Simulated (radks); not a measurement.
The numbers below are computed, except where a source is named.
Q: These are the eigenvalues of the occupied orbitals of an atom or ion with whole-number occupations (eV). Code: a radial shooting solver on a logarithmic mesh with Libxc functionals. Model: scalar-relativistic Kohn-Sham, r2SCAN, spin-polarised, spherical densities, finite nucleus; meta-GGA in the generalised Kohn-Sham scheme; Fermi nuclear charge, rms radius of each element as measured or else 0.836 A^(1/3) + 0.57 fm.

1s up: -33074.55
1s down: -33074.41
2s up: -5154.717
2s down: -5154.701
2p up: -4626.845
2p down: -4626.759
3s up: -1073.079
3s down: -1073.011
3p up: -900.8875
3p down: -900.7933
3d up: -643.4069
3d down: -643.3079
4s up: -217.3952
4s down: -217.1677
4p up: -163.1166
4p down: -162.9141
4d up: -83.6437
4d down: -83.3233
5s up: -48.0742
5s down: -45.3262
5p up: -35.5363

Which element is it, and in what charge state? The configuration may be excited. Open shells, if any, are filled with parallel spins first.

A: Z = 53, iodine, charge +3: I3+ in [Kr] 4d10 5s2 5p2. The list shows which subshells hold electrons but not how many an open one holds; the 1s level, -1215.5 hartree, gives Z - s = 49.3 by -(Z - s)^2/2, which with screening and relativity narrows Z to a few neighbours, and the depths of the outer levels then fix element, charge and occupations together.
